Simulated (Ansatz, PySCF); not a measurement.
This triplet is an excited state, 0.88 eV above the relaxed singlet at the level frozen-core CCSD(T)/cc-pVTZ // B3LYP-D3(BJ)/def2-TZVP (Ansatz, a quantum-chemistry and plane-wave program).

Z-matrix (Å, degrees):
```
Si
C 1 1.8923
O 2 1.2193 1 118.51
H 2 1.1036 3 121.78 1 180.00
C 1 1.8926 2 112.54 4 -179.91
H 5 1.0910 1 110.89 2 122.86
H 5 1.0913 6 108.21 1 -121.87
H 5 1.0913 6 109.16 7 -118.59
```
Charge 0, spin multiplicity 3.

Problem. Estimate the dipole moment, highest occupied spin orbital and total energy that PySCF 2.14.0 with PBE-D3(BJ)/def2-TZVP // B3LYP-D3(BJ)/def2-TZVP returns for this input.

Solution. 
```json
{
  "dipole_moment": "1.59 D",
  "highest_occupied_spin_orbital": "-4.76 eV",
  "total_energy": "-442.9885 Ha"
}
```
